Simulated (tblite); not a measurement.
C8H9O (doublet state).
Atom-mapped SMILES: `[CH2:1][c:2]1[cH:3][cH:4][cH:5][c:6]([O:7][CH3:8])[cH:9]1` (hydrogens: H10, H11 on C1; H12 on C3; H13 on C4; H14 on C5; H15, H16, H17 on C8; H18 on C9)

Computed geometry: GFN2-xTB, gas phase. This method treats the open shell by occupation alone, without spin polarisation.

**Question.** What internal coordinates does the optimisation give?

**Answer.** 
```csv
bond,length (bohr)
C1–C2,2.605
C2–C3,2.687
C3–C4,2.594
C4–C5,2.621
C5–C6,2.654
C6–O7,2.578
O7–C8,2.656
C6–C9,2.601
C2–C9,2.691
C1–H10,2.031
C1–H11,2.032
C3–H12,2.039
C4–H13,2.041
C5–H14,2.037
"C8–H15, C8–H16, C8–H17",2.066
C9–H18,2.038
```

Bonds in one row agree within 0.02 bohr and their mean is given. A selection of angles:
```csv
angle,degrees
C1–C2–C3,121.1
C1–C2–C9,121.0
C3–C2–C9,117.8
C2–C3–C4,120.6
C3–C4–C5,120.8
C4–C5–C6,120.0
C5–C6–O7,115.0
C5–C6–C9,119.9
O7–C6–C9,125.0
C6–O7–C8,118.4
C2–C9–C6,120.8
```

Dihedral angles: C5–C6–O7–C8 180° (antiperiplanar).

The 2 C–O bonds span 1.364 Å (C6–O7, drawn single) to 1.406 Å (O7–C8, drawn single), a spread of 0.042 Å. C1 (carbon bonded to C and 2 H) is planar (angles 121.5°, 121.0° and 117.5°, sum 360.0°, 0.00 Å off the plane of its three neighbours). C6 (carbon bonded to 2 C and O) is planar (angles 125.0°, 119.9° and 115.0°, sum 360.0°, 0.00 Å off the plane of its three neighbours). C5 (carbon bonded to 2 C and H) is planar (angles 121.5°, 120.0° and 118.4°, sum 360.0°, 0.00 Å off the plane of its three neighbours). C4 (carbon bonded to 2 C and H) is planar (angles 120.8°, 120.0° and 119.2°, sum 360.0°, 0.00 Å off the plane of its three neighbours). The 9 heavy atoms lie in one plane (0.002 Å rms). C9 (carbon bonded to 2 C and H) is planar (angles 121.6°, 120.8° and 117.6°, sum 360.0°, 0.00 Å off the plane of its three neighbours).

Point group: Cs (tolerance 0.08 Å). Its GFN2-xTB frequencies are all real (lowest 95 cm⁻¹). Torsions: H–C1–C2–C3 0° and 180°, C5–C6–O7–C8 180°.

Hardware: one thread, Arm Neoverse V1 (aarch64), shared host with 32 logical CPUs at a one-minute load of 33. Cost: 0.11 s wall. These figures are those of the optimisation.

One conformer stands for the species.
